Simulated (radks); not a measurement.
Fractional charge and spin in the 5p shell of praseodymium: the spin-up occupation runs from 2 to 3 and the spin-down occupation from 2 to 3; the fullest corner is Pr2+, [Kr] 4d10 4f(up 1.5, down 1.5) 5s2 5p(up 3, down 3). Method: scalar-relativistic Kohn-Sham, PBE, spin-polarised, spherical densities, finite nucleus; Fermi nuclear charge, rms radius of each element as measured or else 0.836 A^(1/3) + 0.57 fm; computed with a radial shooting solver on a logarithmic mesh with Libxc functionals. Energy (eV) above the fullest corner. The planes named below are the two flat planes that join the four corners, with an edge along up + down = one added electron.

down \ up,2,2.25,2.5,2.75,3
2,91.901,77.722,64.299,51.626,39.695
2.25,77.722,64.356,51.738,39.858,28.711
2.5,64.299,51.738,39.913,28.816,18.440
2.75,51.626,39.858,28.816,18.491,8.873
3,39.695,28.711,18.440,8.873,0.000

Corners above the fullest one (they belong to Pr3+ and the next ion): (up 3, down 2) 39.695 eV, (up 2, down 3) 39.695 eV, (up 2, down 2) 91.901 eV. With half an added electron in each spin the energy lies 0.218 eV from the planes, and with half an added electron in spin up alone -1.500 eV. The planes are only a guide here: the flat-plane condition holds for ground states with one frontier orbital, while this shell lies below other occupied shells, so the corners above the fullest one are inner-hole states and not the ground states of those ions.
